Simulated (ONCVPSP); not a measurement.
# Ranking ONCV potentials for copper (Cu)

All share these settings but for the change named:

Cu (Z = 29), optimised norm-conserving Vanderbilt (ONCV), made with ONCVPSP 4.0.1 (LDA (Perdew-Wang 92), fully relativistic). Core [Ne], reference 3s2 3p6 3d10 4p1. Waves: 3s: rc 0.70 bohr, ncon 5, nbas 9, qcut 9.2 1/bohr, 2 projectors, debl 2 Ha; 3p+4p: rc 1.20 bohr, ncon 5, nbas 10, qcut 13.6 1/bohr, 2 projectors; 3d: rc 0.75 bohr, ncon 3, nbas 6, qcut 13.9 1/bohr, 2 projectors, debl 3.6 Ha. Local part: polynomial inside 0.70 bohr (lpopt 5, dvloc0 0 Ha). Core correction: none.

Open shells are filled in proportion to 2j + 1.

In the s channel the program set the typed energies aside and used -4.271, 0.250 Ha.

Test errors are all-electron minus pseudo excitation energies from the reference, over 3s2 3p6 3d10 4s1 4p0; 3s2 3p6 3d10 4p0; 3s2 3p6 3d9 4p0; 3s2 3p6 3d9 4s2 4p0. None of these files shows a bound ghost.

The base gives 10.1 meV.

Of 11 variants that were run, those that failed, showed a ghost or another fault, or gave nearly equal values are left out.

A variant can come out equal or close to the base, since the largest error may sit in a test that the change hardly touches while other tests move.

(1) Rank these variants by their largest absolute test error, smallest first.
A. s: qcut 8.9; p: qcut 13.2; d: qcut 13.4
B. local potential polynomial inside 0.45 bohr (lpopt 3, dvloc0 0 Ha)
C. all radii scaled by about 1.06 (s 0.74, p 1.28, d 0.80 bohr); local potential polynomial inside 0.74 bohr (lpopt 5, dvloc0 0 Ha)
D. d: ncon 4, nbas 7

Answers

(1) D (4.4 meV), C (7.8 meV), B (10.1 meV), A (12.4 meV).
